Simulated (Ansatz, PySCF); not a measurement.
This PySCF input computes a SVWN5/def2-TZVPD energy:

```python
from pyscf import gto, scf, dft

mol = gto.M(
    atom='''
    Pb    0.02086656    0.01693308    1.04302313
    I     1.18065540   -2.06159459   -0.79755337
    I    -1.21293952    2.03539625   -0.81618054
    ''',
    basis='def2-tzvpd',
    ecp='def2-tzvp',
    charge=-1,
    spin=1,
    verbose=4,
)

mf = dft.UKS(mol, xc='svwn').density_fit(auxbasis='def2-universal-jkfit')
mf.grids.level = 3
mf.conv_tol = 1e-9
mf.max_cycle = 100
mf.max_memory = 1500
mf.kernel()
if not mf.converged:
    mf = mf.newton()
    mf.kernel(mf.make_rdm1())
for _ in range(2):
    mo, _, stable, _ = mf.stability(return_status=True)
    if stable:
        break
    mf.kernel(mf.make_rdm1(mo, mf.mo_occ))
mf.analyze()
```

Write an input for the same energy in Ansatz (an electronic-structure program) and say what it gives.


Ansatz 0.2 input:
```yaml
crystal:
  periodic: [false, false, false]
  atoms:
    - {symbol: Pb, position_ang: [0.02086656, 0.01693308, 1.04302313]}
    - {symbol: I, position_ang: [1.18065540, -2.06159459, -0.79755337]}
    - {symbol: I, position_ang: [-1.21293952, 2.03539625, -0.81618054]}
basis:
  gaussian:
    orbitals: def2-TZVPD
hamiltonian:
  xc: {name: SVWN5}
total_charge: -1
magnetization: {spin_polarized: true, initial_magnetization: 1}
output: {forces: true}
```
It gives -787.42246 Eh, and PySCF -787.42244 Eh, a difference of 0.02 mEh, from the treatment of integrals and grids.
